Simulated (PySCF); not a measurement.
Compound: C6H7FO2.
Geometry (GFN2-xTB, Å), atoms numbered from 1 in this order:
```
atom  x, y, z in Å
C1     2.6792    0.8077    0.1017
O2     1.8741   -0.1636    0.7456
C3     0.5574   -0.1624    0.4689
C4    -0.2584   -1.0932    0.9743
C5    -1.7266   -1.0572    0.7332
F6    -2.3962   -0.6733    1.9228
C7    -2.0524   -0.0607   -0.3307
C8    -1.1417    0.7954   -0.7743
O9     0.1614    0.8115   -0.3957
H10    3.6873    0.6355    0.4720
H11    2.6559    0.6844   -0.9843
H12    2.3580    1.8210    0.3553
H13    0.1428   -1.8358    1.6398
H14   -2.1434   -2.0518    0.5220
H15   -3.0681   -0.0084   -0.6830
H16   -1.3369    1.5597   -1.5114
```

Theory: TDDFT PBE0/def2-SVPD, vertical, gas phase, core orbitals frozen in the response in PySCF.

Transition dipole moments from the ground state, in atomic units and in the frame of the coordinates above (overall signs are arbitrary), for the states with f of 0.002 or more among the lowest 6:

```csv
state,E (hartree),μx,μy,μz
S1,0.2037,-0.386,0.213,-0.186
S2,0.2260,0.051,-0.188,-0.280
S3,0.2363,0.345,0.315,-0.264
S4,0.2517,0.145,0.058,-0.099
S5,0.2586,0.113,0.057,-0.022
S6,0.2624,-0.146,-0.224,-0.179
```

Q: Work out the oscillator strengths.

A: f = (2/3) ΔE |μ|² with ΔE in hartree (27.2114 eV).

| state | \|μ\|² (au) | \|μ\| (D) | f |
| --- | --- | --- | --- |
| S1 | 0.229 | 1.22 | 0.031 |
| S2 | 0.116 | 0.87 | 0.017 |
| S3 | 0.288 | 1.36 | 0.045 |
| S4 | 0.034 | 0.47 | 0.006 |
| S5 | 0.017 | 0.33 | 0.003 |
| S6 | 0.104 | 0.82 | 0.018 |

Q: What angle do the transition dipoles of S2 and S6 make?

A: |cos θ| = |μa·μb| / (|μa| |μb|) = 0.77, so θ ≈ 39° (taken between 0 and 90°, since the signs are arbitrary).

Q: What peak molar absorption coefficient would the strongest computed level give as a lone Gaussian band 0.3 eV wide at half height?

A: ε(max) = 2.175×10⁸ f / FWHM, with the width in cm⁻¹. S3: 2.175×10⁸ × 0.0453 / 2420 ≈ 4100 L mol⁻¹ cm⁻¹.

One conformer stands for the species.
